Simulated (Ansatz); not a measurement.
Mulliken charges of C₂H₅FGe, SMILES `C=[C](F)[GeH3]` from r2SCAN/def2-TZVPP in Ansatz (PBE0-D4/def2-TZVP geometry).

```tsv
atom	x (Å)	y (Å)	z (Å)	charge (e)
C1	0.637	1.392	-0.495	-0.190
C2	0.560	0.074	-0.444	0.112
F3	1.436	-0.669	-1.154	-0.200
Ge4	-0.724	-0.984	0.580	0.115
H5	1.389	1.892	-1.096	0.097
H6	-0.061	1.994	0.071	0.085
H7	-1.539	-1.862	-0.379	-0.005
H8	0.031	-1.878	1.573	-0.005
H9	-1.641	-0.006	1.326	-0.009
```

By hand: the dipole of these point charges (1 e Å = 4.8032 D).

Σ q r = (-0.277, 0.136, 0.224) e Å, of length 0.381 e Å = 1.83 D.

How does the dipole of the full density compare? (An estimate is asked.)

The calculation gave: (-0.162, 0.145, 0.131) e Å, 1.22 D; the point charges give 1.50 times that, at 14° from its direction.

Point charges leave out the atoms' own dipoles, such as those of lone pairs, and Mulliken's split depends on the basis, so the two needn't agree.
